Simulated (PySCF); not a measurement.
Si(CF3)(Cl)(H)2 (CH2ClF3Si), SMILES FC(F)(F)[SiH2]Cl. The structure is a stationary point at PBE0-D3(BJ)/def2-SVP.

### Question
Give the equilibrium geometry at PBE0-D3(BJ)/def2-SVP (PySCF confirms it by a frequency run) as Cartesian coordinates in Å, and its point group. (An estimate is asked for; the answer gives what the named calculation found.)

### Answer
point group Cs.
```xyz
8

Si     0.9192     0.5878     0.0000
Cl    -0.3966     2.1655     0.0000
C     -0.0969    -1.0534     0.0000
F     -0.8771    -1.1705    -1.0791
F     -0.8771    -1.1705     1.0791
F      0.7509    -2.0961     0.0000
H      1.7423     0.6058    -1.2348
H      1.7423     0.6058     1.2348
```
